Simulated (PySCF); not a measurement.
# RbI: from constants to spectrum

PBE0 constants of RbI, ¹Σ⁺ (singlet), closed shell (PySCF, spin-free X2C with a Gaussian nucleus, basis sets Rb x2c-TZVPall, I x2c-TZVPall; masses 84.9118 and 126.9045 u):

* ωe: 139.4 cm⁻¹
* ωexe: 0.325 cm⁻¹
* Be: 0.03303 cm⁻¹
* αe: 0.000110 cm⁻¹
* De to Rb + I: 3.51 eV

**Question.** What force constant and bond length do these constants imply?

**Answer.** Reduced mass μred = 50.873 u; k = 5.8918×10⁻⁷·μred·ωe² (u, cm⁻¹, mdyn/Å) = 0.582 mdyn/Å; Re = √(16.8576/(μred·Be)) (u, cm⁻¹, Å) = 3.167 Å.

**Question.** Estimate the centrifugal constant D from the Kratzer relation and find the Dunham coefficient a1.

**Answer.** D = 4Be³/ωe² = 7.42e-09 cm⁻¹; a1 = −1 − αeωe/(6Be²) = -3.34.

Measured values (Huber and Herzberg, Constants of Diatomic Molecules (1979)): ωe = 138.51 cm⁻¹, ωexe = 0.335 cm⁻¹, Be = 0.03283293 cm⁻¹, αe = 0.00010946 cm⁻¹.

Spin–orbit coupling is left out, which matters for elements this heavy, above all for dissociation energies.
